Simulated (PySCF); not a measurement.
BClFI, SMILES FB(Cl)I. Atoms are numbered in the order given.

```xyz
4

B     -0.4532     1.0025     0.0000
Cl     0.7302     2.2793     0.0000
F     -1.7261     1.3115     0.0000
I      0.1017    -1.0484     0.0000
```
Charge 0, spin multiplicity 1.

Geometry optimised at PBE0-D3(BJ)/def2-SVP. The def2 effective core potentials stand for the cores of I; spin–orbit coupling is left out.

Calculation: TDA-CAM-B3LYP/def2-SVPD (PySCF).

Vertical excitations. Isolated molecule, no solvent. State labels are in the subgroup Cs.

Computed lowest excited states:
```
state  symmetry  energy (eV)  λ (nm)      f                                                                    main pairs
-----  --------  -----------  ------  -----  ----------------------------------------------------------------------------
S1           A"         5.31     233  0.000                                                                HOMO→LUMO 99 %
S2           A'         6.08     204  0.120                                                              HOMO−1→LUMO 89 %
S3           A'         6.32     196  0.024                                                              HOMO→LUMO+1 76 %
S4           A"         6.53     190  0.008                                                            HOMO−1→LUMO+1 76 %
S5           A"         6.82     182  0.001                                                              HOMO−2→LUMO 97 %
S6           A'         7.27     170  0.082                          HOMO→LUMO+2 60 %, HOMO→LUMO+3 18 %, HOMO→LUMO+1 16 %
S7           A"         7.54     164  0.032                                          HOMO−4→LUMO 64 %, HOMO−1→LUMO+2 21 %
S8           A"         7.64     162  0.078  HOMO−1→LUMO+2 38 %, HOMO−4→LUMO 33 %, HOMO−1→LUMO+3 12 %, HOMO−1→LUMO+1 10 %
S9           A'         8.13     152  0.033                          HOMO→LUMO+3 46 %, HOMO→LUMO+2 23 %, HOMO→LUMO+4 19 %
S10          A'         8.19     151  0.140                                                              HOMO−3→LUMO 87 %
T1           A"         5.18     239      0                                                                HOMO→LUMO 99 %
T2           A'         5.24     237      0                                                              HOMO−1→LUMO 99 %
T3           A'         5.70     217      0                          HOMO→LUMO+1 65 %, HOMO→LUMO+2 14 %, HOMO→LUMO+3 11 %
T4           A"         5.96     208      0                    HOMO−1→LUMO+1 60 %, HOMO−1→LUMO+2 13 %, HOMO−1→LUMO+3 10 %
```
Triplets are in the Tamm–Dancoff approximation.
